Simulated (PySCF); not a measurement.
## A computed series [M(OH)4]−

Computed with PySCF 2.14.0, PBE0, def2-SVP on the ligands, density fitting, scalar-relativistic core potentials, no spin-orbit coupling, vacuum. Each member is relaxed from one template within its symmetry. Distances are means of the shortest metal–ligand contacts, charges and spins Mulliken's; removal energies are rigid, with the ligand's formal charge and no counterpoise, so too large; for an anion taken off a cation in vacuum most of it is the attraction of opposite charges, and multiply charged cations can part far more cheaply with an electron moved from ligand to metal. lcecp potentials hold a fixed number of 4f electrons in the core, out of states, spins and gaps.

```tsv
metal	basis on the metal	point group	M–OH (Å)	charge on M (e)	removal of one OH (eV)	strongest infrared band, degenerate modes summed (cm⁻¹)	unstable modes (below −25 cm⁻¹)
La	def2-SVP with ECP46	S4, nearly Td	2.256	0.84	5.36	218	0
Nd	lcecp-1-SVP with ECP49	D2d, nearly Td	2.175	0.82	5.43	229	0
Eu	lcecp-1-SVP with ECP52	S4, nearly Td	2.149	0.81	5.56	223	0
Tm	lcecp-1-SVP with ECP58	C1	2.093	0.77	5.92	–	1
Tl	def2-SVP with ECP60	S4	2.152	0.57	5.47	843	0
```

Task: A further member has point group S4, nearly Td, M–OH (Å) 2.110, charge on M (e) 0.79, removal of one OH (eV) 5.65, strongest infrared band, degenerate modes summed (cm⁻¹) 223, unstable modes (below −25 cm⁻¹) 0. Which metal is it?

Result: Dy, lcecp-1-SVP with ECP55. The answer isn't unique; the calculation gave this one.

From Nd to Dy the M–OH distance shrinks by 0.06 Å, the lanthanide contraction, and the energy to remove one OH rises by 0.22 eV.

Members with unstable modes aren't minima as they stand: saddle points kept by symmetry or, where the modes are soft, flat surfaces and noise. Moved off a saddle point of the template and relaxed again: Tm. One start shape was tried for each, so a minimum needn't be the lowest isomer.
